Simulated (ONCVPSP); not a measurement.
What the settings do to the ONCV potential of iron

Base potential:

ONCVPSP 4.0.1 input, shortened (lines: element, Z, core and valence counts, functional; n l f; lmax; l rc ep ncon nbas qcut; lloc lpopt rc5 dvloc0; l nproj debl; icmod fcfact rcfact), PBE, scalar-relativistic:

```
  Fe 26.00    5    2        4      upf
    1    0    2.00
    2    0    2.00
    2    1    6.00
    3    0    2.00
    3    1    6.00
    3    2    6.00
    4    0    1.75
    2
    0    2.50    0.00    4    9    3.30
    1    2.50    0.33    4    8    2.90
    2    1.55    0.00    4    8    8.70
    4    5    1.15    0.00
    0    2    1.40
    1    2    1.10
    2    1    2.50
    2    0.25    0.85
```

In the p channel the program set the typed energies aside and used 0.050, 1.150 Ha.

All-electron outer shells of the reference configuration (PBE, scalar-relativistic, ld1.x):

```csv
shell,level (eV),outermost node (bohr),outermost maximum (bohr)
3p,-62.03,0.30,0.72
3d,-9.48,–,0.71
4s,-6.96,1.00,2.38
```

Cutoffs, loose and tight: the cutoffs (Ha) at which the residual kinetic energy of the hardest occupied pseudo-wave falls to 1 and 0.1 mHa per electron. They do not see the model core or the augmentation charge, which bear on the density cutoff. Test errors are all-electron minus pseudo excitation energies from the reference, over the configurations 3d6 4s2; 3d6 4s1; 3d6 4s0; 3d7 4s0. A dash means not determined; rows that change the core or the reference have their own tests.

A true bound ghost makes a file unfit for plane-wave use even where its test errors are small: the radial tests pick states by their node count and pass the ghost by.

| change | outcome | cutoff, loose | cutoff, tight | bound ghosts | GHOST(+) flags above zero | largest test error (meV) |
| --- | --- | --- | --- | --- | --- | --- |
| base | generated, projector energies reset by the program | 34 Ha | 54 Ha | s | p | -141 |
| s: debl 4.25 | generated, projector energies reset by the program | 34 Ha | 54 Ha | none | s, p | -141 |
| core [Ne], valence charge 16; reference 3s2 3p6 3d6 4s2; waves now 3s+4s: rc 1.50 bohr, ncon 4, nbas 8, qcut 9.3 1/bohr, 2 projectors; 3p: rc 1.10 bohr, ncon 5, nbas 9, qcut 11 1/bohr, 3 projectors, debl 2.6 Ha; 3d: rc 1.25 bohr, ncon 4, nbas 9, qcut 11.9 1/bohr, 1 projector; local potential polynomial inside 0.90 bohr (lpopt 4, dvloc0 3 Ha) | generated | 57 Ha | 64 Ha | none | none | -316 |
| local potential polynomial inside 1.15 bohr (lpopt 5, dvloc0 3.5 Ha) | generated, projector energies reset by the program | 34 Ha | 54 Ha | none | s, p | -144 |
| p: rc 1.76 | generated | 34 Ha | 54 Ha | s, p | p | -141 |
| core correction Teter function fitted to the true core (icmod 2), fcfact 0.32 | generated, projector energies reset by the program | 34 Ha | 54 Ha | s | p | -144 |
| reference 3d6 4s1 4p1; wave p scattering state at 0.33 Ha: rc 2.50 bohr, ncon 4, nbas 8, qcut 2.9 1/bohr, 2 projectors, debl 1.1 Ha becomes 4p: rc 2.50 bohr, ncon 4, nbas 8, qcut 2.9 1/bohr, 2 projectors, debl 1.1 Ha | generated | 34 Ha | 54 Ha | s | p | -11 |
| core correction polynomial model core, fcfact 0.3 | generated, projector energies reset by the program | 34 Ha | 54 Ha | s | p | -151 |

What comes out with this change to the base: d: qcut 10.3?

outcome: generated, projector energies reset by the program; cutoff, loose: 41 Ha; cutoff, tight: 46 Ha; bound ghosts: s; GHOST(+) flags above zero: p; largest test error (meV): -159.

What comes out with this change to the base: s: qcut 2.7; p: qcut 2.4; d: qcut 7.1?

outcome: generated, projector energies reset by the program; cutoff, loose: 88 Ha; cutoff, tight: 104 Ha; bound ghosts: s; GHOST(+) flags above zero: p; largest test error (meV): -67.
